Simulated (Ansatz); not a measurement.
Reaction (formal exchange of groups at a Te–C bond): `NC(F)[TeH]` + `F[SiH3]` → `F[SiH2][TeH]` + `NCF`

Program: Ansatz. Geometries: PBE0-D4/def2-TZVP. ΔE: electronic, gas phase. CCSD(T)/CBS adds triple-zeta CCSD(T) − MP2 to the extrapolated MP2 energy (def2 sets, frozen cores). This one scheme is used for every species. DFT in def2-TZVPP. HSE06 is defined as in plane-wave codes. Elements past krypton have def2 core potentials. For Te outer-core shells are correlated without core-valence functions, which leaves a few kJ/mol of doubt a bond. One conformer a species, not always the lowest.

`NC(F)[TeH]`:

```xyz
8

N     0.433    0.220   -1.246
C     0.280   -0.274    0.054
F    -0.075   -1.600    0.032
Te   -1.265    0.790    1.206
H    -0.420    0.466   -1.725
H     1.146    0.924   -1.343
H     1.217   -0.187    0.603
H    -1.316   -0.338    2.419
```

`F[SiH3]`:

Cartesian coordinates in Å:
```
F -1.107 1.085 -0.169
Si 0.029 -0.028 0.004
H 0.564 0.063 1.383
H 1.096 0.238 -0.988
H -0.582 -1.358 -0.231
```

`F[SiH2][TeH]`:

Z-matrix (Å, degrees):
```
Si
Te 1 2.474
F 1 1.599 2 112.5
H 1 1.480 2 106.5 3 -118.1
H 1 1.479 2 110.5 3 119.5
H 2 1.657 1 91.2 3 -78.4
```

`NCF`:

Cartesian coordinates in Å:
```
N 0.128 0.810 0.354
C -0.050 -0.339 -0.430
F -0.250 -1.511 0.321
H -0.681 1.027 0.920
H 0.950 0.762 0.940
H -0.932 -0.231 -1.063
H 0.836 -0.519 -1.042
```

(1) Is it downhill or uphill in electronic energy at CCSD(T)/CBS, and by how much? (Best estimate.)

(2) What do these levels give: PBE0-D4, HSE06-D4, CAM-B3LYP-D4, ωB97X-V, PBE-QIDH, BLYP, CCSD/def2-SVP, MP2/def2-TZVPP, SCS-MP2/def2-TZVPP, CCSD/def2-TZVPP, CCSD(T)/def2-TZVPP, SCS-MP2/def2-QZVPP? (Best estimate.)

Largest T1 diagnostic among the species: 0.012.

## Answers

(1) Ansatz gave: Downhill: ΔE = -119.8 kJ/mol.

(2) Computed: PBE0-D4 -124.5, HSE06-D4 -124.5, CAM-B3LYP-D4 -118.5, ωB97X-V -121.2, PBE-QIDH -127.1, BLYP -112.2, CCSD/def2-SVP -123.7, MP2/def2-TZVPP -120.2, SCS-MP2/def2-TZVPP -117.2, CCSD/def2-TZVPP -120.5, CCSD(T)/def2-TZVPP -117.5, SCS-MP2/def2-QZVPP -118.6 kJ/mol.

Leaving LDA and LC-ωPBE aside and taking each functional with its dispersion term where it has one, the values, not all of them listed here, spread over 18.8 kJ/mol, from PBE-QIDH to BLYP-D4. From BLYP to BHLYP (50 % exact exchange), in def2-TZVPP and without D4, ΔE moves by −12.5 kJ/mol. In def2-TZVPP, CCSD(T) changes the Hartree–Fock value by +12.8 kJ/mol (the triples alone add +3.0 kJ/mol) and MP2 by +10.1 kJ/mol.
